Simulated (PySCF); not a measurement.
# `C=C1C[C@@H](C)[C@H](Cl)[SiH2]1`, C6H11ClSi

Molfile (atoms numbered from 1):
```
C6H11ClSi
     RDKit          3D

 19 19  0  0  0  0  0  0  0  0999 V2000
   -2.2129   -1.2963    0.2739 C   0  0  0  0  0  0  0  0  0  0  0  0
   -1.2506   -0.3899    0.1895 C   0  0  0  0  0  0  0  0  0  0  0  0
   -0.1425   -0.2600    1.2011 C   0  0  0  0  0  0  0  0  0  0  0  0
    1.1121    0.2710    0.4987 C   0  0  1  0  0  0  0  0  0  0  0  0
    1.7585   -0.8230   -0.3468 C   0  0  0  0  0  0  0  0  0  0  0  0
    0.6829    1.4305   -0.3971 C   0  0  2  0  0  0  0  0  0  0  0  0
    0.4092    2.8912    0.6102 Cl  0  0  0  0  0  0  0  0  0  0  0  0
   -0.9999    0.9099   -1.1549 Si  0  0  0  0  0  4  0  0  0  0  0  0
   -2.2589   -2.0152    1.0788 H   0  0  0  0  0  0  0  0  0  0  0  0
   -3.0005   -1.3549   -0.4584 H   0  0  0  0  0  0  0  0  0  0  0  0
    0.0578   -1.2073    1.7044 H   0  0  0  0  0  0  0  0  0  0  0  0
   -0.4549    0.4643    1.9592 H   0  0  0  0  0  0  0  0  0  0  0  0
    1.8383    0.6166    1.2426 H   0  0  0  0  0  0  0  0  0  0  0  0
    2.0943   -1.6398    0.2884 H   0  0  0  0  0  0  0  0  0  0  0  0
    1.0447   -1.2177   -1.0671 H   0  0  0  0  0  0  0  0  0  0  0  0
    2.6189   -0.4353   -0.8880 H   0  0  0  0  0  0  0  0  0  0  0  0
    1.4724    1.7076   -1.0936 H   0  0  0  0  0  0  0  0  0  0  0  0
   -0.8281    0.3408   -2.4950 H   0  0  0  0  0  0  0  0  0  0  0  0
   -1.9507    2.0168   -1.1533 H   0  0  0  0  0  0  0  0  0  0  0  0
  1  2  2  0
  2  3  1  0
  3  4  1  0
  4  5  1  0
  4  6  1  0
  6  7  1  0
  6  8  1  0
  8  2  1  0
  1  9  1  0
  1 10  1  0
  3 11  1  0
  3 12  1  0
  4 13  1  1
  5 14  1  0
  5 15  1  0
  5 16  1  0
  6 17  1  6
  8 18  1  0
  8 19  1  0
M  END
```

The calculation used PySCF, TDDFT BHandHLYP/def2-SVPD circular dichroism and optical rotation, one conformer, gas phase. Geometry: GFN2-xTB.

(1) What are the CIP labels of the stereocentres?

(2) List the lowest 12 singlet excitations with oscillator and rotatory strengths.

Results:

(1) C4 R, C6 S.

(2) Rotatory strengths R in 10⁻⁴⁰ esu² cm², velocity form and length form (origin at the centre of mass); f in length form.
| state | E (eV) | λ (nm) | f | R (velocity) | R (length) | main |
| --- | --- | --- | --- | --- | --- | --- |
| 1 | 6.46 | 192 | 0.009 | +40.9 | +42.6 | HOMO−1→LUMO 0.51, HOMO−3→LUMO 0.21 |
| 2 | 6.73 | 184 | 0.325 | -59.2 | -59.8 | HOMO→LUMO 0.77, HOMO−1→LUMO 0.13 |
| 3 | 6.99 | 177 | 0.042 | +56.8 | +54.3 | HOMO−3→LUMO 0.30, HOMO−1→LUMO+3 0.19 |
| 4 | 7.04 | 176 | 0.020 | -2.8 | -3.0 | HOMO→LUMO+2 0.64, HOMO→LUMO+1 0.17 |
| 5 | 7.39 | 168 | 0.007 | +10.7 | +9.9 | HOMO−2→LUMO 0.43, HOMO−2→LUMO+3 0.21 |
| 6 | 7.49 | 166 | 0.004 | +7.2 | +8.2 | HOMO→LUMO+1 0.55, HOMO→LUMO+2 0.18 |
| 7 | 7.61 | 163 | 0.006 | +26.7 | +25.1 | HOMO−1→LUMO+1 0.55, HOMO−3→LUMO 0.11 |
| 8 | 7.79 | 159 | 0.010 | +3.0 | +3.2 | HOMO−1→LUMO+3 0.32, HOMO−3→LUMO 0.19 |
| 9 | 7.95 | 156 | 0.017 | -20.8 | -17.8 | HOMO→LUMO+4 0.20, HOMO−1→LUMO+2 0.20 |
| 10 | 8.03 | 154 | 0.047 | -36.2 | -38.7 | HOMO−1→LUMO+2 0.38, HOMO→LUMO+3 0.21 |
| 11 | 8.26 | 150 | 0.011 | -7.2 | -7.6 | HOMO→LUMO+4 0.16, HOMO−3→LUMO+1 0.15 |
| 12 | 8.28 | 150 | 0.006 | -20.9 | -20.6 | HOMO−2→LUMO 0.28, HOMO−2→LUMO+1 0.26 |

Among the states computed, the strongest CD band (largest |R|) is state 2. The largest dissymmetry factor in size, g = 4R/(D+G), with D and G the electric and magnetic dipole strengths, is +0.048 for state 1 (velocity form, f = 0.008), among bands with |R| over 0.5. The mirror image has the same energies and oscillator strengths and all R with the opposite sign.
